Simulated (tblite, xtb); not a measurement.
hexafluorodisiloxane (F6OSi2), singlet, geometry from GFN2-xTB. Base run: GFN1-xTB in xtb.

Geometry (Å):
```xyz
9

F      2.2189     0.1933    -1.1477
Si     1.4924     0.3219     0.2396
F      2.3383    -0.4146     1.3375
F      1.3984     1.8487     0.6007
O      0.0574    -0.3618     0.1886
Si    -1.4827    -0.3833    -0.2076
F     -1.7199     0.1772    -1.6568
F     -2.3264     0.4845     0.7943
F     -1.9755    -1.8721    -0.1455
```
All else is at xtb's defaults.
Base energy -39.82318 Eh.

Programs used: tblite, xtb; a row that names a program was run with it.

Each row names what was changed in the base input (with any setting that the change needs).

```csv
change,ΔE vs base (mEh),HOMO-LUMO gap (eV),SCF cycles
base,0.000,10.67,10
etemp = 1000,0.000,10.67,10
"program = tblite; method = gfn1; option = (--guess, eeq)",0.000,-,-
file = coord,0.000,10.67,10
"program = tblite; method = gfn1; option = (--etemp, 2000)",0.000,-,-
acc = 1000,0.001,10.67,6
program = tblite; method = gfn1; option = --spin-polarized,0.000,-,-
etemp = 10000,-0.987,10.68,10
gbsa = methanol,[?],[?],10
```

Task: What belongs in the gaps?

Result: 
- gbsa = methanol, ΔE vs base (mEh): 7.406
- gbsa = methanol, HOMO-LUMO gap (eV): 10.66

ALPB and GBSA are two models with their own fitted parameters for each solvent, which aren't always the measured dielectric constant.
